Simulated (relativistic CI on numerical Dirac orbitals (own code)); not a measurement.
# Crystal-field levels of Ho³⁺, 4f10

Calculated by Dirac-Coulomb-Breit CI, orbitals from a KLI potential per configuration, model QED (radiative potential, 1s self-energy scaled to tabulated hydrogen-like ionisation energies), valence Slater integrals scaled by 0.85, one configuration in a parametric crystal field (own radial code).

Field parameters in Wybourne normalisation; cubic f-shell fields have B⁴₄ = √(5/14) B⁴₀ and B⁶₄ = −√(7/2) B⁶₀. The field is a parameter set, without covalency.

S and J are read from ⟨S²⟩ = S(S + 1) and ⟨J²⟩ = J(J + 1) of each level; they are not fictitious spins.

D3d, B20 = -640, B40 = -130, B43 = 980, B60 = 290, B63 = 190, B66 = -640 cm⁻¹, the lowest 10 levels:

```tsv
E (cm⁻¹)	Degeneracy	Irrep	S	J
0.0	1	A1	1.94	8.00
16.2	2	E	1.94	8.00
63.0	2	E	1.94	8.00
122	1	A1	1.94	8.00
175	1	A2	1.94	8.00
209	2	E	1.94	8.00
229	2	E	1.94	8.00
330	1	A2	1.94	8.00
347	2	E	1.94	8.00
348	1	A1	1.94	8.00
```

D3d, B20 = -870, B40 = -470, B43 = 250, B60 = 20, B63 = -260, B66 = -330 cm⁻¹, the lowest 10 levels:

| E (cm⁻¹) | Degeneracy | Irrep | S | J |
| --- | --- | --- | --- | --- |
| 0.0 | 1 | A1 | 1.94 | 8.00 |
| 10.4 | 2 | E | 1.94 | 8.00 |
| 44.9 | 2 | E | 1.94 | 8.00 |
| 89.2 | 1 | A1 | 1.94 | 8.00 |
| 137 | 1 | A2 | 1.94 | 8.00 |
| 165 | 1 | A2 | 1.94 | 8.00 |
| 168 | 2 | E | 1.94 | 8.00 |
| 171 | 2 | E | 1.94 | 8.00 |
| 196 | 1 | A1 | 1.94 | 8.00 |
| 212 | 2 | E | 1.94 | 8.00 |

Oh, B40 = -1220, B60 = 200 cm⁻¹, the lowest 16 levels:

```tsv
E (cm⁻¹)	Degeneracy	Irrep	S	J
0.0	3	T2	1.94	8.00
4.0	2	E	1.94	8.00
16.0	3	T1	1.94	8.00
189	3	T2	1.94	8.00
199	2	E	1.94	8.00
215	3	T1	1.94	8.00
235	1	A1	1.94	8.00
5110	3	T1	1.97	7.00
5131	2	E	1.97	7.00
5145	3	T2	1.97	7.00
5178	1	A2	1.97	7.00
5228	3	T2	1.97	7.00
5241	3	T1	1.97	7.00
8634	1	A1	1.96	6.00
8647	3	T1	1.96	6.00
8651	3	T2	1.96	6.00
```

The next free-ion level lies 5062 cm⁻¹ above the lowest; the field splits the ground level into components whose J stays near 8 as long as their spread is small against that gap.

Levels of this model without a field, named by their leading LS term: 5I_8 0, 5I_7 5062, 5I_6 8576, 5I_5 11138, 5I_4 13182, 5F_5 17190, 5S_2 19851, 3K_8 20005 cm⁻¹.
